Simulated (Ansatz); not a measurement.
System: prop-2-enylsilane, C3H8Si (charge 0, singlet). 
Geometry from a B3LYP-D3(BJ)/def2-TZVP (Ansatz, an electronic-structure program) optimisation:
SMILES: C=CC[SiH3]
```xyz
12

C     -2.1517     0.1281     0.6809
C     -1.0138    -0.5534     0.6094
C     -0.1038    -0.6009    -0.5756
Si     1.4535     0.4382    -0.3041
H     -2.7469     0.1415     1.5844
H     -2.5278     0.6958    -0.1630
H     -0.6780    -1.1031     1.4849
H      0.2133    -1.6284    -0.7800
H     -0.6106    -0.2323    -1.4713
H      1.0901     1.8687    -0.1801
H      2.1380     0.0087     0.9393
H      2.3892     0.2719    -1.4439
```

Dipole moments at this geometry, in debye (magnitudes).

```csv
level,program,dipole (D)
PBE/def2-TZVPD,Ansatz,0.57
BLYP/def2-TZVPD,Ansatz,0.57
revPBE/def2-TZVPD,Ansatz,(withheld)
r2SCAN/def2-TZVPD,Ansatz,0.57
B97M-V/def2-TZVPD,Ansatz,0.69
B3LYP/def2-TZVPD,Ansatz,0.55
PBE0/def2-TZVPD,Ansatz,0.56
BHLYP/def2-TZVPD,Ansatz,0.53
r2SCANh/def2-TZVPD,Ansatz,0.56
r2SCAN0/def2-TZVPD,Ansatz,0.55
CAM-B3LYP/def2-TZVPD,Ansatz,0.53
wB97X-V/def2-TZVPD,Ansatz,0.54
CCSD(T)/aug-cc-pV(D+d)Z,Ansatz,(withheld)
```

Q: Some entries are withheld; supply them.

A: 
- revPBE/def2-TZVPD, dipole (D): 0.58
- CCSD(T)/aug-cc-pV(D+d)Z, dipole (D): 0.53
